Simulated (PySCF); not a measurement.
C₃H₁₀Hf, multiplicity 1. Atoms are numbered in the order given.

```xyz
14

Hf     0.0000     0.0000    -0.1846
C      1.8020     1.0404     0.5340
H      2.4712     0.3970     1.1339
H      1.5794     1.9416     1.1339
H      2.3754     1.3715    -0.3557
C      0.0000    -2.0808     0.5340
H      0.0000    -2.7429    -0.3557
H     -0.8918    -2.3386     1.1339
H      0.8918    -2.3386     1.1339
C     -1.8020     1.0404     0.5340
H     -2.3754     1.3715    -0.3557
H     -1.5794     1.9416     1.1339
H     -2.4712     0.3970     1.1339
H      0.0000     0.0000    -2.0549
```
Charge 0, spin multiplicity 1.

The structure is a stationary point at PBE0-D3(BJ)/def2-SVP. The spin state was assumed, not searched. The def2 effective core potentials stand for the cores of Hf; spin–orbit coupling is left out.

Computed with B3LYP/def2-TZVP run with PySCF.

ESP charges are fitted to the potential on shells at 1.4 to 2.0 van der Waals radii. Atomic charges (e):

```csv
atom,Löwdin,ESP fit,Mulliken
Hf1,0.77,1.47,1.19
C2,-0.58,-0.83,-0.72
H3,0.12,0.16,0.13
H4,0.12,0.16,0.13
H5,0.13,0.15,0.13
C6,-0.58,-0.83,-0.72
H7,0.13,0.15,0.13
H8,0.12,0.16,0.13
H9,0.12,0.16,0.13
C10,-0.58,-0.83,-0.72
H11,0.13,0.15,0.13
H12,0.12,0.16,0.13
H13,0.12,0.16,0.13
H14,-0.16,-0.41,-0.23
```
